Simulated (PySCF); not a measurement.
## Electronic structure of C (carbon, neutral) at the UHF level

Configuration: [He] 2s2 2p2, high-spin 3P determinant. Computed with PySCF 2.14 in aug-cc-pwCVDZ, with no relativity, point nucleus.

| Item | Value |
| --- | --- |
| Total energy | -37.687797 hartree |
| One-electron energy | -50.4260 hartree |
| Hartree (Coulomb) energy | 17.8090 hartree |
| Exchange energy | -5.0708 hartree |
| Kinetic energy | 37.67674 hartree |
| ⟨S²⟩ | 2.0097 |
| ⟨L²⟩ | 2.017 |
| Sum of ⟨r⟩ | 7.159 bohr |
| Sum of ⟨r²⟩ | 13.86 bohr² |
| Traceless quadrupole moment −½Σ⟨3z² − r²⟩ along its main axis | 1.49 e·bohr² |
| Density at the nucleus (Gaussians lack the cusp) | 122 bohr⁻³ |
| Spin density at the nucleus | 0.00142 bohr⁻³ |
| Langevin diamagnetic susceptibility | -11.0 ×10⁻⁶ cm³/mol |

```
shell  electrons  mean orbital energy (eV)  rms radius, mean of both spins (bohr)
 1s α          1                   -308.86                                  0.312
 1s β          1                   -307.65                                  0.312
 2s α          1                   -22.599                                   1.76
 2s β          1                   -15.952                                   1.76
 2p α          2                   -11.925                                   1.93
```

Spin-orbit constants ζ (cm⁻¹) from the X2C one-electron operator on these orbitals (non-relativistic here): bare nucleus, nucleus screened by l(l+1)(2l+1)/3 electrons, and screened by the Breit-Pauli mean field of the electrons.

```tsv
shell	bare	screened nucleus	mean field
2p	56.81	37.88	29.30
```

To first order the Landé constant is A = 14.65 cm⁻¹, so the lowest level has J = 0 and lies 0.00363 eV below the centre of the term. This holds in LS coupling only.
